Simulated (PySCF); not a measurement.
Static response to an electric field

Species: C3H9NOSi2.
Geometry (GFN2-xTB, Å), atoms numbered from 1 in this order:
```xyz
16
C3H9NOSi2 angstrom
C      2.5753   -0.7303    0.4597
Si     1.6839    0.9064    0.1300
O      0.1200    0.6039   -0.2344
Si    -1.3022   -0.1555   -0.3192
C     -2.6519    0.8939    0.4929
C     -1.1576   -1.7559    0.6510
N     -1.0596   -2.7304    1.2453
H      2.5881   -1.3603   -0.4261
H      2.0818   -1.2939    1.2481
H      3.6050   -0.5680    0.7626
H      1.6474    1.7664    1.3139
H      2.1846    1.5977   -1.0581
H     -1.5244   -0.5055   -1.7212
H     -2.7552    1.8510   -0.0113
H     -2.4279    1.0964    1.5377
H     -3.6150    0.3931    0.4527
```

Level: CAM-B3LYP/def2-SVPD (PySCF), static field, nuclei fixed, core orbitals frozen in the response. The polarisability tensor in these axes (au):

```
x   93.27 -3.18 -0.27
y   -3.18 95.58 -5.74
z   -0.27 -5.74 80.56
```

**Question.** What are the eigenvalues, a third of the trace, and Δα (Δα² = ½Σ(αi − αj)² over the three pairs)?

**Answer.** Principal values 78.50, 91.88 and 99.03 au; mean 89.80 au = 13.31 Å³ = 14.81 × 10⁻⁴⁰ C²·m²/J; Δα = 18.05 au (20 % of the mean).

**Question.** What is the dipole moment, and where does it point?

**Answer.** (0.02, 2.83, -1.22) D, 3.08 D in size, pointing from the negative to the positive side. Measured along this direction, the outermost atoms are N7 at the negative end and H12 at the positive end.

**Question.** Estimate the molar refractivity from the static electronic polarisability.

**Answer.** Lorentz–Lorenz: R = (4π/3)N_A α = 2.5225 cm³/(mol·Å³) × 13.31 Å³ = 33.6 cm³/mol, in the limit of long wavelengths.

**Question.** In TDDFT the mean static polarisability is Σ f/ω² over all singlet excitations (ω in hartree). How much of it do the 8 lowest give? Their energies (eV) and oscillator strengths: 7.07, 0.0021; 7.43, 0.0034; 7.49, 0.0079; 7.63, 0.0015; 7.65, 0.0034; 8.07, 0.0840; 8.15, 0.0123; 8.20, 0.0071.

**Answer.** They add up to 1.41 au, 1.6 % of the 89.80 au; the largest single term is 0.96 au, from the state at 8.07 eV. Terms in order: 0.03, 0.05, 0.10, 0.02, 0.04, 0.96, 0.14, 0.08 au. Higher excitations give the rest. The strengths listed sum to 0.122.

**Question.** Traceless (Buckingham) quadrupole moment about the centre of nuclear charge: eigenvalues?

**Answer.** -17.43, 3.50, 13.93 D·Å. The values depend on the origin, since the dipole doesn't vanish. The electronic extent ⟨r²⟩ about the same centre is 1395 bohr², a root-mean-square distance of 2.36 Å for the 70 electrons.

The structure is a single GFN2-xTB conformer in the gas phase; no vibrational or solvent corrections.

The run behind these numbers computed excited states as well. On Arm Neoverse V2, one thread, on a shared host, this took 92 s of wall time (with the writing of density and orbital grids) and 1.0 GiB of memory at its peak.
